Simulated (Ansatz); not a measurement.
Reaction (cleavage of the Ge–B bond): `O[BH][GeH3]` + `NB(O)F` → `NB(F)[O][GeH3]` + `BO`

Calculated with Ansatz (gas phase, PBE0-D4/def2-TZVP geometries, no zero-point term in ΔE). CCSD(T)/CBS is the MP2 limit (def2-TZVPP, def2-QZVPP) plus CCSD(T) − MP2 in def2-TZVPP, frozen cores. This one scheme is used for every species. DFT in def2-TZVPP. B3LYP here is the variant with VWN-RPA as its local correlation; programs differ in this. For Ge outer-core shells are correlated without core-valence functions, which leaves a few kJ/mol of doubt a bond. Scalar relativity is left out up to krypton. Each species was taken in one conformer, which may not be the lowest.

```tsv
level	ΔE (kJ/mol)	difference from CCSD(T)/CBS
PBE-D4	-32.4	13.0
PBE0-D4	-36.8	8.6
ωB97X-V	-50.6	-5.2
ωB97M-V	-48.7	-3.3
B2PLYP	-52.3	-6.9
r2SCAN	-43.1	2.3
PBE0	-35.4	10.0
B3LYP	-47.2	-1.8
HF/def2-TZVPP	-69.8	-24.4
SCS-MP2/def2-TZVPP	-60.3	-14.9
HF/def2-QZVPP	-71.4	-26.0
MP2/def2-QZVPP	-52.6	-7.2
SCS-MP2/def2-QZVPP	-58.4	-13.0
HF/CBS(def2)	-71.6	-26.2
MP2/CBS(def2)	-50.0	-4.6
CCSD/CBS(def2)	-46.4	-1.0
CCSD(T)/CBS	-45.4	0
```

Largest T1 diagnostic among the species: 0.014.

From PBE to PBE0 (25 % exact exchange), in def2-TZVPP and without D4, ΔE moves by −4.5 kJ/mol. In def2-TZVPP, CCSD(T) changes the Hartree–Fock value by +19.5 kJ/mol (the triples alone add +1.1 kJ/mol) and MP2 by +14.9 kJ/mol.
